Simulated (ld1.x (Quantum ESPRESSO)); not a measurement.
Transferability test, TM semilocal potential for Xe (Z = 54)

* Element: xenon (Xe)
* Generator: ld1.x (Quantum ESPRESSO) 7.5
* Type: norm-conserving Troullier–Martins (semilocal form)
* Functional: PBEsol
* Relativity: scalar-relativistic
* Frozen core: [Kr] 4d10
* Valence charge: 8
* Reference configuration: 5s2 5p6
* Partial waves: 5p (bound): rc 1.75 bohr; 5d channel at 0.35 Ry: rc 1.70 bohr; 5s (bound): rc 1.25 bohr
* Local potential: the s channel
* Core correction: a·sin(br)/r model core inside 1.10 bohr

Energies are relative to the spin-unpolarised reference configuration 5s2 5p6; without spin polarisation the order of configurations can differ from experiment.

| valence configuration | charge | ΔE all-electron (eV) | error AE − PS (meV) |
| --- | --- | --- | --- |
| 5s2 5p5 | +1 | 12.551 | -1.5 |
| 5s2 5p3 | +3 | 66.102 | +3.6 |
| 5s1 5p6 | +1 | 24.728 | -21 |
| 5s2 5p2 | +4 | 108.485 | +3.1 |

Question: What are ΔE and the potential's error for 5s2 5p4?

Answer: ΔE = 34.331 eV all-electron; the error (AE − PS) is 0.0 meV.

Question: What are ΔE and the potential's error for 5s2 5p5.5?

Answer: ΔE = 5.177 eV all-electron; the error (AE − PS) is -1.1 meV.

Levels in the configuration 5s2 5p5:

| level | all-electron (eV) | pseudo (eV) |
| --- | --- | --- |
| 5s | -29.128 | -29.111 |
| 5p | -17.029 | -17.024 |
